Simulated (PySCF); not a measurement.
# Adding and removing an electron: InSn

PBE0; basis In cc-pVDZ-PP with ECP28, Sn cc-pVDZ-PP with ECP28; scalar-relativistic core potentials; PySCF 2.14. Neutral (UKS): quartet (σ ↑, π ↑↑), Re = 2.852 Å, ωe = 148 cm⁻¹, De = 2.03 eV, HOMO -5.08 eV, LUMO -2.58 eV.

InSn⁺ (UKS): triplet (σ ↑, π ↑), Re = 3.270 Å, ωe = 83.2 cm⁻¹, De = 0.95 eV to In⁺ + Sn. The energies at the minima are -404.43506 hartree for InSn and -404.18961 for InSn⁺.

**Question.** Work out the adiabatic ionisation energy, without and with harmonic zero-point energies (1 hartree = 27.2114 eV, 1 eV = 8065.5 cm⁻¹), and the change of the bond length.

**Answer.** At PBE0: 0.24545 hartree = 6.679 eV between the minima; the zero-point term (83.2 − 148.0)/2 cm⁻¹ = -0.004 eV makes it 6.675 eV. Re changes by +41.8 pm against the neutral. The electron leaves a π orbital, and the ion is left as a loose complex of an ion and an atom.

These are scalar-relativistic numbers at best; spin–orbit coupling would shift them, the dissociation energy most. For an ion De counts to the pair picked by the measured ionisation energies or electron affinities, which need not be the lowest pair at this level. States were picked by a PBE0 search and need not be the measured ground states.
